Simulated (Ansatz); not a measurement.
Consider the formal exchange of groups at the Si–C bond: `Cl[SiH2]CBr` + `N=C(O)CBr` → `N=C(O)C[SiH2]Cl` + `BrCBr`.

Program: Ansatz. Geometries: PBE0-D4/def2-TZVP. ΔE: electronic, gas phase. CBS: MP2 limit from def2 TZ/QZ plus the TZ coupled-cluster correction, frozen cores. DFT in def2-TZVPP. B3LYP here is the variant with VWN-RPA as its local correlation; programs differ in this. For Br outer-core shells are correlated without core-valence functions, which leaves a few kJ/mol of doubt a bond. Scalar relativity is left out up to krypton. One conformer a species, not always the lowest.

| level | ΔE (kJ/mol) | difference from CCSD(T)/CBS |
| --- | --- | --- |
| PBE-D4 | -1.6 | -5.9 |
| B3LYP-D4 | 0.0 | -4.3 |
| ωB97X-V | 2.1 | -2.2 |
| ωB97M-V | 2.3 | -2.0 |
| B2PLYP | 0.4 | -3.9 |
| PBE | -2.3 | -6.6 |
| PBE0 | 0.1 | -4.2 |
| HF/def2-TZVPP | 2.8 | -1.5 |
| MP2/def2-TZVPP | 2.4 | -1.9 |
| SCS-MP2/def2-TZVPP | 2.1 | -2.2 |
| CCSD(T)/def2-TZVPP | 3.4 | -0.9 |
| HF/def2-QZVPP | 2.3 | -2.0 |
| MP2/def2-QZVPP | 2.8 | -1.5 |
| SCS-MP2/def2-QZVPP | 2.5 | -1.8 |
| HF/CBS(def2) | 2.3 | -2.0 |
| CCSD/CBS(def2) | 4.4 | 0.1 |
| CCSD(T)/CBS | 4.3 | 0 |

Largest T1 diagnostic among the species: 0.012.

CCSD(T)/CBS has its own doubt, a few kJ/mol and more with outer-core shells, so smaller differences from it don't rank the levels.
